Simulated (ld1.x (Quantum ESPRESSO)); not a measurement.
## Building the RRKJ potential for nitrogen (BLYP, scalar-relativistic).

* Element: N
* Generator: ld1.x (Quantum ESPRESSO) 7.5
* Type: norm-conserving RRKJ (Kleinman–Bylander form)
* Functional: BLYP
* Relativity: scalar-relativistic
* Frozen core: [He]
* Valence charge: 5
* Reference configuration: 2s1.75 2p3.25
* Partial waves: 2p (bound): rc 2.15 bohr; 2s (bound): rc 0.90 bohr
* Local potential: the s channel
* Core correction: none

Poles of the logarithmic derivatives, all-electron (AE) and pseudo (PS). s: poles at -1.0 (AE) and -1.0 (PS) Ry. p: poles at -0.1 (AE) and -0.1 (PS) Ry. Test radius 2.36 bohr.

- Cutoffs needed: 50 Ry and 140 Ry (the cutoffs (Ry, on a coarse ladder) from which the occupation-weighted sum of valence levels, in a spherical-Bessel basis at the reference potential, stays within 10 and 1 mRy of its value at 400 Ry)
- Ghost test: no extra level below or beside the all-electron valence levels (p, s, d, f tested) (spherical-Bessel basis up to 400 Ry, 20 bohr box)
- Largest excitation error: +815 meV (all-electron minus pseudo) for 2s2 2p1, out of 7 test configurations
